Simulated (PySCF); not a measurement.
SMILES [CH3][Al]([CH3])[O][SiH2][O][Al]([OH])[OH] (C2H10Al2O4Si) (GFN2-xTB optimised geometry):

```
19

Al    -1.323    -3.151    -2.811
C     -1.557    -1.706    -4.164
C     -1.734    -5.100    -2.883
O     -0.679    -2.630    -1.339
Si    -0.178    -1.872     0.000
O     -0.640    -0.316     0.000
Al    -1.285     1.184    -0.353
O     -1.005     2.499     0.621
O     -2.222     1.335    -1.711
H     -2.379    -1.860    -4.865
H     -0.656    -1.545    -4.764
H     -1.742    -0.772    -3.622
H     -2.095    -5.423    -3.861
H     -2.493    -5.380    -2.147
H     -0.847    -5.697    -2.648
H     -0.828    -2.499     1.151
H      1.285    -1.872     0.000
H     -0.530     2.690     1.418
H     -2.711     2.018    -2.149
```

Level of theory: CAM-B3LYP/def2-SVP in PySCF.

Question: What are the frontier orbital energies and the dipole moment?

Answer: HOMO-2 -10.06 eV, HOMO-1 -9.38 eV, HOMO -8.68 eV, LUMO 0.87 eV, LUMO+1 1.01 eV; dipole moment 1.20 D.

On the same geometry PBE/def2-SVP in PySCF gives HOMO-2 -6.94 eV, HOMO-1 -6.52 eV, HOMO -6.03 eV, LUMO -0.85 eV, LUMO+1 -0.75 eV; dipole moment 1.28 D.

Meta-Löwdin charges at CAM-B3LYP/def2-SVP: Al1 0.96, C2 -0.60, C3 -0.59, O4 -0.81, Si5 1.11, O6 -0.83, Al7 1.21, O8 -0.73, O9 -0.73, H10 0.10, H11 0.11, H12 0.12, H13 0.10, H14 0.11, H15 0.11, H16 -0.16, H17 -0.16, H18 0.34, H19 0.34.
